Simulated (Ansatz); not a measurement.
A CCSD(T) single point on `[CH2]1S[CH2][SnH2]1`.

```yaml
crystal:
  periodic: [false, false, false]
  atoms:
    - {symbol: C, position_ang: [-1.085005, 0.777274, -0.589324]}
    - {symbol: S, position_ang: [-1.313470, -1.027722, -0.516106]}
    - {symbol: C, position_ang: [0.282438, -1.422514, 0.266702]}
    - {symbol: Sn, position_ang: [0.861547, 0.656173, 0.336675]}
    - {symbol: H, position_ang: [-1.084518, 1.147233, -1.614517]}
    - {symbol: H, position_ang: [-1.839153, 1.307774, -0.008215]}
    - {symbol: H, position_ang: [0.153343, -1.897530, 1.239097]}
    - {symbol: H, position_ang: [0.904286, -2.052135, -0.369516]}
    - {symbol: H, position_ang: [1.008738, 1.352226, 1.890280]}
    - {symbol: H, position_ang: [2.194792, 1.108022, -0.631976]}
basis:
  gaussian: {orbitals: def2-SVP}
correlation: {method: ccsd_t}
```

```sh
$ ansatz run in.yaml --threads 4 --pin off --events-out ev --progress --plain --max-ram 10444MiB
```

The program prints (abridged):

```
Functional definition: HF
1110 factors; integrals over basis functions are off by at most 1.2e-3 eV
mean field evaluation 1: about -18770.2169 eV, gradient 2.3e1 eV
mean field evaluation 2: about -18770.2279 eV, gradient 2.3e1 eV
mean field evaluation 4: about -18771.9908 eV, gradient 2.9e0 eV
mean field evaluation 8: about -18772.0211 eV, gradient 1.1e-4 eV
mean field -18772.02110882 eV, -689.8590516163 hartree, gradient 3.1e-6 eV, S^2 0.000000; 0 other end points of the search recorded, 0 dependent functions left out
11 core orbitals not correlated: weight in the atoms' cores, before any rotation towards them, 1.000 or more for the frozen orbitals, at most 0.000 for the correlated occupied ones
reference -18772.02110882 eV, -689.8590516163 hartree; 17, 17 occupied and 74, 74 virtual orbitals, 1110 factors
second order -14.32689348 eV of doubles, -0.00000000 eV of singles
cycle   1  -15.17126637 eV  change   -8.4e-1 eV  update   9.2e-2
cycle   2  -15.65383415 eV  change   -4.8e-1 eV  update   2.9e-2
cycle   3  -15.72514924 eV  change   -7.1e-2 eV  update   1.1e-2
cycle   4  -15.72500620 eV  change    1.4e-4 eV  update   2.9e-3
cycle   5  -15.72498317 eV  change    2.3e-5 eV  update   9.3e-4
cycle   6  -15.72484374 eV  change    1.4e-4 eV  update   3.5e-4
cycle   7  -15.72481178 eV  change    3.2e-5 eV  update   1.1e-4
cycle   8  -15.72482279 eV  change   -1.1e-5 eV  update   4.1e-5
perturbative correction -0.53721551 eV, -0.0197423059 hartree
Total energy: -18788.28314712 eV, -690.4566705011 hartree
```

Run time 6 s (4 threads of an AMD EPYC 7R13 on a shared host); peak host memory 0.5 GiB.

Correlation energy per correlated electron: -0.478 eV. T1 diagnostic: 0.0096.
